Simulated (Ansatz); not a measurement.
Species: C5H5S, charge -1, multiplicity 1. It need not be the lowest isomer of its formula. Whether it binds its extra electron was not tested at this geometry. SMILES: [c-]1csc(C)c1
Geometry: optimised at B3LYP-D3(BJ)/def2-TZVP (Ansatz, a program for electronic structure).

Parts of the frozen-core correlation energy in cc-pwCVTZ (Ansatz, hartree). Frozen orbitals: 10; correlated occupied orbitals by spin: 16 and 16; virtual: 318 and 318. No spin-orbit coupling. Non-relativistic. The restricted reference is unstable.

| term | value |
|---|---|
| reference (HF) | -589.77580 |
| MP2 opposite-spin | -0.75897 |
| MP2 same-spin | (withheld) |
| CCSD correlation | (withheld) |
| (T) | (withheld) |
| T1 diagnostic | 0.018 |
| largest doubles amplitude | 0.053 |

**Question.** Complete the blanks.

**Answer.** 
- MP2 same-spin, value: -0.25594
- CCSD correlation, value: -1.03955
- (T), value: -0.05970
